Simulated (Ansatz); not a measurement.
## Telling isomers of C2H5BrGe apart by their spectra

These gas-phase data were calculated for one isomer of C2H5BrGe at B3LYP-D3(BJ)/def2-SVP (harmonic, unscaled wavenumbers; equilibrium rotational constants with average atomic masses):

| Quantity | Value |
| --- | --- |
| rotational constants | 3.498, 1.768, 1.192 GHz |
| all wavenumbers above 1500 cm⁻¹ | 3123, 3103, 3028, 3008, 2973 |

Candidates:

(1) `C[CH2][Ge][Br]`, a singlet
(2) `C=[CH][GeH2][Br]`, a singlet

Task: Which structure fits?

Result: Candidate (1). No mode falls between 1900 and 2250 cm⁻¹, where the Ge–H stretch of (2) would stand.

The same quantities for all candidates:

```
     rotational constants (GHz)         wavenumbers above 1500 cm⁻¹  E above the lowest, B3LYP-D3(BJ)/def2-SVP (kcal/mol)
(1)         3.498, 1.768, 1.192        3123, 3103, 3028, 3008, 2973                                                   0.0
(2)         4.244, 1.667, 1.215  3216, 3134, 3118, 2137, 2134, 1671                                                  13.3
```

Harmonic stretches to hydrogen usually lie a few per cent above observed fundamentals. Each candidate is one conformer. Programs: Ansatz 0.2.0.
